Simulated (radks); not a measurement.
The caesium ion Cs3+, 52 electrons, occupied as [Kr] 4d10 5s2 5p4. Method: Dirac Kohn-Sham, BLYP, spin-unpolarised, spherical densities, finite nucleus; open shells are shared between the two j in proportion to 2j + 1; Fermi nuclear charge, rms radius 4.8041 fm; computed with a radial shooting solver on a logarithmic mesh with Libxc functionals.

X-ray form factor f0, the Fourier transform of the density (f0(0) = 52):

sin(theta)/lambda (1/angstrom)  f0 (electrons)
0.05                                    51.322
0.1                                     49.452
0.15                                    46.793
0.2                                     43.801
0.25                                    40.830
0.3                                     38.066
0.4                                     33.307
0.5                                     29.370
0.6                                     26.050
0.8                                     21.078
1                                       17.906
1.25                                    15.173
1.5                                     12.832
2                                        8.887
